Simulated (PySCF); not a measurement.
Chromium: highly charged ions in a basis for the neutral atom

Cr¹⁶⁺ [He] 2s2 2p4, Cr¹⁷⁺ [He] 2s2 2p3. All numbers are calculated (PySCF 2.14, the spin-free X2C one-electron Hamiltonian (Gaussian nucleus), in cc-pVDZ-DK). No spin-orbit coupling, so a gap to NIST mixes the basis error with missing relativistic terms.

Changed run: basis of the neutral atom used for a highly charged ion. This setting is unsound on purpose.

```json
{"species": "Cr¹⁶⁺", "method": "UHF", "sound run (hartree)": "not run", "changed run (hartree)": "-885.37372", "converged": "yes"}
{"species": "Cr¹⁶⁺", "method": "M06-L", "sound run (hartree)": "not run", "changed run (hartree)": "-885.75124", "converged": "yes"}
{"species": "Cr¹⁶⁺", "method": "r2SCAN", "sound run (hartree)": "not run", "changed run (hartree)": "-885.65669", "converged": "yes"}
{"species": "Cr¹⁷⁺", "method": "UHF", "sound run (hartree)": "not run", "changed run (hartree)": "-841.62139", "converged": "yes"}
{"species": "Cr¹⁷⁺", "method": "M06-L", "sound run (hartree)": "not run", "changed run (hartree)": "-841.89716", "converged": "yes"}
{"species": "Cr¹⁷⁺", "method": "r2SCAN", "sound run (hartree)": "not run", "changed run (hartree)": "-841.81063", "converged": "yes"}
```

Ionisation energy of Cr¹⁶⁺:

| method | changed run (eV) | NIST (eV) |
| --- | --- | --- |
| UHF | 1190.6 | 1188 ± 2.1 |
| M06-L | 1193.3 | 1188 ± 2.1 |
| r2SCAN | 1193.1 | 1188 ± 2.1 |

The contracted functions were made for the neutral atom and can be too rigid for a highly charged ion.
